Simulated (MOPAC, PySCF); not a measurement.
Bond stretch in OH (anion, charge -1), singlet.

UKS-B3LYP/6-311+G** = unrestricted B3LYP/6-311+G**, spherical d in PySCF; AM1, restricted, heats of formation (MOPAC); RMP2/3-21G = PySCF with restricted MP2 (frozen core)/3-21G; UCCSD(T) = CCSD(T) on UHF/aug-cc-pVTZ, 1 core orbital frozen (PySCF).

Energies relative to the lowest point of each curve near equilibrium, in kcal/mol:

```json
[
 {"R / Å": "0.81", "UKS-B3LYP/6-311+G**": "20.6", "AM1": "11.9", "RMP2/3-21G": "33.4"},
 {"R / Å": "0.87", "UKS-B3LYP/6-311+G**": "6.6", "AM1": "3.3", "RMP2/3-21G": "15.7"},
 {"R / Å": "0.97", "UKS-B3LYP/6-311+G**": "0.0", "AM1": "0.3", "RMP2/3-21G": "2.3"},
 {"R / Å": "1.00", "UKS-B3LYP/6-311+G**": "0.6", "AM1": "1.5", "RMP2/3-21G": "0.7"},
 {"R / Å": "1.03", "UKS-B3LYP/6-311+G**": "2.0", "AM1": "3.4", "RMP2/3-21G": "0.0"},
 {"R / Å": "1.07", "UKS-B3LYP/6-311+G**": "4.8", "AM1": "6.9", "RMP2/3-21G": "0.0"},
 {"R / Å": "1.45", "UKS-B3LYP/6-311+G**": "49.4", "AM1": "62.4", "RMP2/3-21G": "25.1"},
 {"R / Å": "1.73", "UKS-B3LYP/6-311+G**": "78.3", "AM1": "101.2", "RMP2/3-21G": "49.0"},
 {"R / Å": "1.94", "UKS-B3LYP/6-311+G**": "90.7", "AM1": "125.2", "RMP2/3-21G": "64.7"},
 {"R / Å": "2.88", "UKS-B3LYP/6-311+G**": "103.9", "AM1": "178.7", "RMP2/3-21G": "113.2"},
 {"R / Å": "3.37", "UKS-B3LYP/6-311+G**": "105.2", "AM1": "186.1", "RMP2/3-21G": "127.9"},
 {"R / Å": "3.84", "UKS-B3LYP/6-311+G**": "105.4", "AM1": "189.3", "RMP2/3-21G": "135.9"}
]
```

**Question.** What does UCCSD(T) give at the same points?

**Answer.** 0.81: 20.8; 0.87: 6.8; 0.97: 0.0; 1.00: 0.5; 1.03: 1.9; 1.07: 4.6; 1.45: 48.6; 1.73: 76.3; 1.94: 91.5; 2.88: 111.5; 3.37: 112.9; 3.84: 113.4 (kcal/mol).

The unrestricted determinant behind UKS-B3LYP/6-311+G** is spin-contaminated at 1.73 to 3.84 Å (<S²> up to 1.0, against 0.00 for a pure singlet). Where the anion isn't bound against loss of the electron, the finite basis alone holds it. The restricted form behind AM1, RMP2/3-21G keeps the bonding electrons paired and can't separate into open-shell fragments. The unrestricted determinant behind UCCSD(T) is spin-contaminated at 1.31 to 3.84 Å (<S²> up to 1.0, against 0.00 for a pure singlet).
